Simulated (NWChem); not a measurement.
# BaBrCl; SMILES [Cl][Ba][Br]

```xyz
3

Ba     0.5002     0.5482     0.0000
Cl    -0.9718     2.8741     0.0000
Br    -0.3284    -2.2732     0.0000
```
Atoms are numbered in this order, from 1.

Geometry: optimised at PBE0/def2-SVP. Not confirmed as a minimum by frequencies. def2 effective core potentials on Ba; no spin-orbit coupling.

Symmetry labels are those of Cs in the frame above (b1 and b2, or b-type labels, depend on it).

Task: List the 4 lowest vertical singlet excitations from PBE/def2-SVPD with def2 effective core potentials on Ba, TDA (NWChem).

Result: 
```json
[
 {"state": "S1", "energy (eV)": "3.48", "oscillator strength": "0.006", "symmetry": "a'", "leading excitation (squared amplitude)": "HOMO → LUMO (1.00)"},
 {"state": "S2", "energy (eV)": "3.55", "oscillator strength": "0.013", "symmetry": "a\"", "leading excitation (squared amplitude)": "HOMO−1 → LUMO (1.00)"},
 {"state": "S3", "energy (eV)": "3.74", "oscillator strength": "0.003", "symmetry": "a'", "leading excitation (squared amplitude)": "HOMO−2 → LUMO (1.00)"},
 {"state": "S4", "energy (eV)": "4.06", "oscillator strength": "0.007", "symmetry": "a\"", "leading excitation (squared amplitude)": "HOMO−3 → LUMO (1.00)"}
]
```
